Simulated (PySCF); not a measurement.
PySCF input file for C₃H₉Ge, SMILES C[C]([GeH3])C, multiplicity 2, TDA-PBE/def2-SVPD. Geometry: PBE-D3(BJ)/def2-SVP. The isomer is the one that the SMILES or the coordinates give; other isomers of the formula were not compared.

```python
import numpy as np
from pyscf import gto, scf, dft, tdscf

mol = gto.M(
    atom='''
    C    -1.14686640    1.77873483    0.13991932
    C    -0.85125615    0.31235098    0.15824382
    C    -2.01109937   -0.62896833    0.24022248
    Ge    0.95194472   -0.34673707   -0.11860545
    H    -1.69925091    2.07283836   -0.78671478
    H    -1.81338638    2.06826192    0.98623752
    H    -0.23859866    2.41159420    0.19242212
    H    -2.64862789   -0.57291250   -0.67666411
    H    -1.71034963   -1.68847275    0.36359212
    H    -2.68737761   -0.36585083    1.08742970
    H     1.12025810   -1.72998163    0.56980518
    H     1.29126347   -0.53831769   -1.63140766
    H     1.97917026    0.66572226    0.46036083
    ''',
    basis='def2-SVPD',
    charge=0,
    spin=1,
    max_memory=1600,
    verbose=4,
)
mf = dft.UKS(mol, xc='pbe').density_fit(auxbasis='def2-universal-jkfit')
mf.grids.level = 3
mf.conv_tol = 1e-9
mf.max_cycle = 100
mf.kernel()
fine, coarse = mf.grids, dft.Grids(mol).set(level=1).build(with_non0tab=True)
for _ in range(3):  # follow internal instabilities
    mf.grids = coarse
    mo, _, stable, _ = mf.stability(return_status=True, nroots=4)
    mf.grids = fine
    if stable:
        break
    mf.kernel(mf.make_rdm1(mo, mf.mo_occ))
mf.grids = dft.Grids(mol).set(level=1).build(with_non0tab=True)  # coarser grid for the response kernel
td = tdscf.TDA(mf)
td.nstates = 10
td.conv_tol = 1e-4
td.positive_eig_threshold = 1e-6
td.kernel(x0=td.get_init_guess(mf, 15))
td.analyze()
```

Program output:

```
PySCF version 2.14.0

[INPUT] verbose = 4
[INPUT] num. atoms = 13
[INPUT] num. electrons = 59
[INPUT] charge = 0
[INPUT] spin (= nelec alpha-beta = 2S) = 1
[INPUT] symmetry False subgroup None
[INPUT] Mole.unit = angstrom
[INPUT] Symbol           X                Y                Z      unit          X                Y                Z       unit  Magmom
[INPUT]  1 C     -1.146866400000   1.778734830000   0.139919320000 AA   -2.167263397466   3.361321676925   0.264409194335 Bohr   0.0
[INPUT]  2 C     -0.851256150000   0.312350980000   0.158243820000 AA   -1.608640985352   0.590257806939   0.299037480705 Bohr   0.0
[INPUT]  3 C     -2.011099370000  -0.628968330000   0.240222480000 AA   -3.800427018585  -1.188577884725   0.453954696164 Bohr   0.0
[INPUT]  4 Ge     0.951944720000  -0.346737070000  -0.118605450000 AA    1.798914806526  -0.655238099534  -0.224131817381 Bohr   0.0
[INPUT]  5 H     -1.699250910000   2.072838360000  -0.786714780000 AA   -3.211118836818   3.917096800893  -1.486675472347 Bohr   0.0
[INPUT]  6 H     -1.813386380000   2.068261920000   0.986237520000 AA   -3.426803616216   3.908448582667   1.863718806570 Bohr   0.0
[INPUT]  7 H     -0.238598660000   2.411594200000   0.192422120000 AA   -0.450886121088   4.557252561590   0.363625107108 Bohr   0.0
[INPUT]  8 H     -2.648627890000  -0.572912500000  -0.676664110000 AA   -5.005181317985  -1.082647718340  -1.278709846223 Bohr   0.0
[INPUT]  9 H     -1.710349630000  -1.688472750000   0.363592120000 AA   -3.232092377951  -3.190751066291   0.687089527850 Bohr   0.0
[INPUT] 10 H     -2.687377610000  -0.365850830000   1.087429700000 AA   -5.078407676188  -0.691357871145   2.054944312718 Bohr   0.0
[INPUT] 11 H      1.120258100000  -1.729981630000   0.569805180000 AA    2.116980997826  -3.269191481229   1.076775734558 Bohr   0.0
[INPUT] 12 H      1.291263470000  -0.538317690000  -1.631407660000 AA    2.440134312956  -1.017273002109  -3.082913674918 Bohr   0.0
[INPUT] 13 H      1.979170260000   0.665722260000   0.460360830000 AA    3.740089745284   1.258032746426   0.869955887177 Bohr   0.0

nuclear repulsion = 261.641780263261
number of shells = 74
number of NR pGTOs = 260
number of NR cGTOs = 170
basis = def2-SVPD
ecp = {}


[settings echo left out]
init E= -2195.11553453156
  alpha nocc = 30  HOMO = -0.193985584427462  LUMO = -0.0341911734228009
  beta  nocc = 29  HOMO = -0.332227655015064  LUMO = -0.193985584427462

WARN: HOMO -0.193985584427462 >= LUMO -0.193985584427462

cycle= 1 E= -2195.76070816406  delta_E= -0.645  |g|= 0.467  |ddm|=  3.2
  alpha nocc = 30  HOMO = -0.091126731764823  LUMO = -0.00443492867499495
  beta  nocc = 29  HOMO = -0.209004503855552  LUMO = -0.0437404935345755
  HOMO = -0.0911267317648  LUMO = -0.0437404935346  gap/eV = 1.28945
cycle= 2 E= -2195.63049048731  delta_E= 0.13  |g|= 0.705  |ddm|= 1.54
  alpha nocc = 30  HOMO = -0.174640177224648  LUMO = -0.0110389818991408
  beta  nocc = 29  HOMO = -0.271711479950439  LUMO = -0.11712530536652
  HOMO = -0.174640177225  LUMO = -0.117125305367  gap/eV = 1.56506
cycle= 3 E= -2195.83257939568  delta_E= -0.202  |g|= 0.104  |ddm|=  1.1
  alpha nocc = 30  HOMO = -0.155916536026107  LUMO = -0.0111747760571435
  beta  nocc = 29  HOMO = -0.260535725893727  LUMO = -0.0971166691616085
  HOMO = -0.155916536026  LUMO = -0.0971166691616  gap/eV = 1.60003
cycle= 4 E= -2195.83869726545  delta_E= -0.00612  |g|= 0.0253  |ddm|= 0.173
  alpha nocc = 30  HOMO = -0.162153809410401  LUMO = -0.012620691688408
  beta  nocc = 29  HOMO = -0.265538469255857  LUMO = -0.100278716526266
  HOMO = -0.16215380941  LUMO = -0.100278716526  gap/eV = 1.68371
cycle= 5 E= -2195.83899233111  delta_E= -0.000295  |g|= 0.00949  |ddm|= 0.0531
  alpha nocc = 30  HOMO = -0.161742837409749  LUMO = -0.0122866438229101
  beta  nocc = 29  HOMO = -0.264485637829448  LUMO = -0.0988041019359782
  HOMO = -0.16174283741  LUMO = -0.098804101936  gap/eV = 1.71265
cycle= 6 E= -2195.83904775596  delta_E= -5.54e-05  |g|= 0.00189  |ddm|= 0.0196
  alpha nocc = 30  HOMO = -0.161814231922953  LUMO = -0.0121734585253055
  beta  nocc = 29  HOMO = -0.264256220089416  LUMO = -0.098509281809918
  HOMO = -0.161814231923  LUMO = -0.0985092818099  gap/eV = 1.72262
cycle= 7 E= -2195.83904964309  delta_E= -1.89e-06  |g|= 0.000754  |ddm|= 0.00503
  alpha nocc = 30  HOMO = -0.161895254782315  LUMO = -0.0122282343725826
  beta  nocc = 29  HOMO = -0.264348819815578  LUMO = -0.0984808231041669
  HOMO = -0.161895254782  LUMO = -0.0984808231042  gap/eV = 1.72559
cycle= 8 E= -2195.83904990977  delta_E= -2.67e-07  |g|= 0.000324  |ddm|= 0.00166
  alpha nocc = 30  HOMO = -0.161891853136915  LUMO = -0.0122178112623907
  beta  nocc = 29  HOMO = -0.264320372645861  LUMO = -0.0984571500267695
  HOMO = -0.161891853137  LUMO = -0.0984571500268  gap/eV = 1.72615
cycle= 9 E= -2195.83904997176  delta_E= -6.2e-08  |g|= 4.19e-05  |ddm|= 0.000648
  alpha nocc = 30  HOMO = -0.161893061776786  LUMO = -0.0122173849809175
  beta  nocc = 29  HOMO = -0.264322020660414  LUMO = -0.098459888940289
  HOMO = -0.161893061777  LUMO = -0.0984598889403  gap/eV = 1.72610
cycle= 10 E= -2195.83904997324  delta_E= -1.48e-09  |g|= 1.69e-05  |ddm|= 0.000135
  alpha nocc = 30  HOMO = -0.161890937157732  LUMO = -0.0122173460351416
  beta  nocc = 29  HOMO = -0.264320162516067  LUMO = -0.0984593346077052
  HOMO = -0.161890937158  LUMO = -0.0984593346077  gap/eV = 1.72606
cycle= 11 E= -2195.8390499735  delta_E= -2.57e-10  |g|= 4.63e-06  |ddm|= 5.02e-05
  alpha nocc = 30  HOMO = -0.16189203162795  LUMO = -0.0122173874136009
  beta  nocc = 29  HOMO = -0.264321099803722  LUMO = -0.0984605745883069
  HOMO = -0.161892031628  LUMO = -0.0984605745883  gap/eV = 1.72606
Extra cycle  E= -2195.83904997349  delta_E= 1.14e-11  |g|= 6.58e-06  |ddm|= 1.84e-05
converged SCF energy = -2195.83904997349  <S^2> = 0.75389013  2S+1 = 2.0038863
tot grids = 45208
uhf_internal: lowest eigs of H = [0.97848301 0.98820893 0.9899476  0.99295611]
<class 'pyscf.df.df_jk.DFUKS'> wavefunction is stable in the internal stability analysis
tot grids = 45208
Overwritten attributes  positive_eig_threshold  of <class 'pyscf.tdscf.uks.TDA'>


******** <class 'pyscf.tdscf.uks.TDA'> for <class 'pyscf.df.df_jk.DFUKS'> ********
nstates = 10
deg_eia_thresh = 1.000e-03
wfnsym = None
conv_tol = 0.0001
eigh lindep = 1e-12
eigh level_shift = 0
eigh max_cycle = 100


Excitation energies (eV)
[3.98294564 4.36696991 4.68130301 4.89150474 5.03577741 5.21350633
 5.24027451 5.46658714 5.49278929 5.88330103]

** Excitation energies and oscillator strengths **
Excited State   1:      3.98295 eV    311.29 nm  f=0.0057
      30a ->   31a      0.99725
Excited State   2:      4.36697 eV    283.91 nm  f=0.0015
      30a ->   32a      0.50436
      29b ->   30b      0.85452
Excited State   3:      4.68130 eV    264.85 nm  f=0.0040
      30a ->   32a      0.85527
      29b ->   30b     -0.50315
Excited State   4:      4.89150 eV    253.47 nm  f=0.0001
      30a ->   33a      0.99801
Excited State   5:      5.03578 eV    246.21 nm  f=0.0054
      30a ->   34a     -0.99027
      27b ->   30b      0.10510
Excited State   6:      5.21351 eV    237.81 nm  f=0.0018
      30a ->   35a     -0.75311
      27b ->   30b      0.64344
Excited State   7:      5.24027 eV    236.60 nm  f=0.0021
      28b ->   30b      0.99511
Excited State   8:      5.46659 eV    226.80 nm  f=0.0718
      30a ->   35a     -0.64112
      27b ->   30b     -0.72869
Excited State   9:      5.49279 eV    225.72 nm  f=0.0000
      30a ->   36a      0.99700
Excited State  10:      5.88330 eV    210.74 nm  f=0.0001
      26b ->   30b      0.99445

** Transition electric dipole moments (AU) **
state          X           Y           Z        Dip. S.      Osc.
  1         0.0410     -0.0049      0.2379      0.0583      0.0057
  2        -0.0210      0.0124      0.1168      0.0142      0.0015
  3        -0.1311      0.0521      0.1226      0.0349      0.0040
  4         0.0079      0.0261     -0.0010      0.0007      0.0001
  5        -0.0077     -0.0060     -0.2091      0.0438      0.0054
  6         0.0142     -0.0125     -0.1172      0.0141      0.0018
  7         0.0423      0.1205     -0.0077      0.0164      0.0021
  8        -0.6675      0.2483      0.1699      0.5361      0.0718
  9        -0.0051     -0.0033      0.0012      0.0000      0.0000
 10        -0.0066     -0.0188      0.0007      0.0004      0.0001

** Transition velocity dipole moments (imaginary part, AU) **
state          X           Y           Z        Dip. S.      Osc.
  1         0.0036      0.0000      0.0325      0.0011      0.0049
  2        -0.0086      0.0035      0.0091      0.0002      0.0007
  3        -0.0032      0.0028      0.0392      0.0016      0.0060
  4         0.0018      0.0055     -0.0002      0.0000      0.0001
  5        -0.0061      0.0004     -0.0431      0.0019      0.0068
  6        -0.0031      0.0009     -0.0077      0.0001      0.0002
  7        -0.0013     -0.0034      0.0001      0.0000      0.0000
  8        -0.0711      0.0257      0.0023      0.0057      0.0190
  9        -0.0016     -0.0034      0.0001      0.0000      0.0000
 10         0.0008      0.0021     -0.0001      0.0000      0.0000

** Transition magnetic dipole moments (imaginary part, AU) **
state          X           Y           Z
  1        -0.0065     -0.0179      0.0009
  2         0.1520      0.4227     -0.0177
  3        -0.1237     -0.3456      0.0144
  4        -0.0344      0.0079     -0.1056
  5         0.2103      0.5863     -0.0243
  6         0.0360      0.1012     -0.0056
  7        -0.0774      0.0283     -0.0196
  8         0.0263      0.0824     -0.0049
  9         0.4047     -0.1396      0.0938
 10         0.5047     -0.1864     -0.1240
```

The run converged.

Cost: very roughly 6 core-minutes.
